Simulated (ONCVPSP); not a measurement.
# What one change does to a pseudopotential (manganese, ONCV)

manganese, optimised norm-conserving Vanderbilt (ONCV), made with ONCVPSP 4.0.1 (PBE, scalar-relativistic). Core [Ar], reference 3d5 4s2. Waves: 4s: rc 2.55 bohr, ncon 3, nbas 6, qcut 2.8 1/bohr, 2 projectors, debl 3.8 Ha; p scattering state at 0.19 Ha: rc 2.35 bohr, ncon 4, nbas 8, qcut 4.2 1/bohr, 2 projectors, debl 3.1 Ha; 3d: rc 1.25 bohr, ncon 3, nbas 7, qcut 12.2 1/bohr, 2 projectors, debl 1.2 Ha. Local part: polynomial inside 1.15 bohr (lpopt 5, dvloc0 6 Ha). Core correction: Teter function, fcfact 4.75, rcfact 1.1.

In the p channel the program set the typed energies aside and used 0.050, 3.150 Ha.

Change: core correction Teter function, fcfact 4.75, rcfact 1.42.

Cutoffs: the cutoffs (Ha) at which the residual kinetic energy of the hardest occupied pseudo-wave falls to 1 and 0.1 mHa per electron; they do not see the model core or the augmentation charge, which bear on the density cutoff. Errors are all-electron minus pseudo energies relative to the spin-unpolarised reference configuration.

Task: How do hardness, ghosts and transferability respond?

Result: The potential gets neither clearly harder nor softer (56 Ha and 63 Ha → 56 Ha and 63 Ha); of the 4 tests that both files solve, the error grows in 4 and shrinks in 0 by more than 15 % and 0.3 meV (median size 27.1 → 79.9 meV); neither file shows a bound ghost. A model core, the more so a compact one, raises the density cutoff, which this test does not measure.

```tsv
quantity	base	changed
cutoff, loose	56 Ha	56 Ha
cutoff, tight	63 Ha	63 Ha
bound ghosts	none	none
GHOST(+) flags under 300 eV	s at 88.7 eV, p at 137.2 eV	s at 88.7 eV, p at 137.2 eV
error for 3d5 4s1, meV [ΔE 8.42 eV]	+3.2	-14
error for 3d5 4s0, meV [ΔE 24.02 eV]	+57	-123
error for 3d4 4s0, meV [ΔE 56.53 eV]	+47	-354
error for 3d5 4s0 4p1, meV [ΔE 13.16 eV]	+7.5	-37
s: phases at 2.59 bohr within 0.05 rad from the reference energy up to (Ha; the scan ends near 5)	1.5	1.5
p: phases at 2.38 bohr within 0.05 rad from the reference energy up to (Ha; the scan ends near 5)	3.6	3.6
d: phases at 1.27 bohr within 0.05 rad from the reference energy up to (Ha; the scan ends near 5)	to the end of the scan	to the end of the scan
rms error of d²Exc/dni dnj with the model core, mHa	9.08	6.87
```
